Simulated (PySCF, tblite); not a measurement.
Isomers of C4H9NSi. All values are computed: GFN2-xTB (tblite) harmonic vibrations without scaling, gas phase. This tight-binding method is rough: wavenumbers can miss measured ones by several per cent, in bad cases by 10 to 20. Modes of hydrogen on silicon can be 10 to 20 % off. One conformer each.

Electronic energies: PBE0/pcSseg-1 single points on the GFN2-xTB geometries (PySCF, gas phase).

```csv
SMILES,"electronic energy, lowest = 0 (kJ/mol)"
CC1=N[Si@@H](C)C1,0.0
[H]/N=C\C[C@@H]1C[SiH2]1,162.2
C[C@H]([SiH3])CC#N,49.0
```

Task: How do GFN2-xTB zero-point energies change the relative energies?

Result: 
```csv
SMILES,ZPE (kJ/mol),of it from modes above 1550 cm⁻¹,electronic (kJ/mol),"with ZPE, lowest = 0 (kJ/mol)",lowest mode (cm⁻¹),rings
CC1=N[Si@@H](C)C1,312.2,168.2,0.0,0.0,79,1
C[C@H]([SiH3])CC#N,302.1,162.2,49.0,38.9,72,0
[H]/N=C\C[C@@H]1C[SiH2]1,308.9,166.1,162.2,159.0,62,1
```

The zero-point energies span 10.1 kJ/mol, from `C[C@H]([SiH3])CC#N` to `CC1=N[Si@@H](C)C1`. The order is unchanged.

Task: And how do the electronic energies of GFN2-xTB itself compare?

Result: `CC1=N[Si@@H](C)C1` 1.8; `C[C@H]([SiH3])CC#N` 0.0; `[H]/N=C\C[C@@H]1C[SiH2]1` 131.8 kJ/mol, lowest = 0. Against the energies above, taken from the same isomer `CC1=N[Si@@H](C)C1`, the largest difference is 50.8 kJ/mol.

Task: What do entropy and thermal enthalpy add at 298.15 K and 1 bar (rigid rotor, harmonic oscillator, one conformer each)?

Result: 
```
                  SMILES  point group  symmetry number  S (J/(mol K))  H − H(0) (kJ/mol)  ZPE + H − H(0) − TS (kJ/mol)
       CC1=N[Si@@H](C)C1           C1                1          368.7              24.18                         226.4
      C[C@H]([SiH3])CC#N           C1                1          370.2              24.56                         216.3
[H]/N=C\C[C@@H]1C[SiH2]1           C1                1          361.5              22.75                         223.9
```
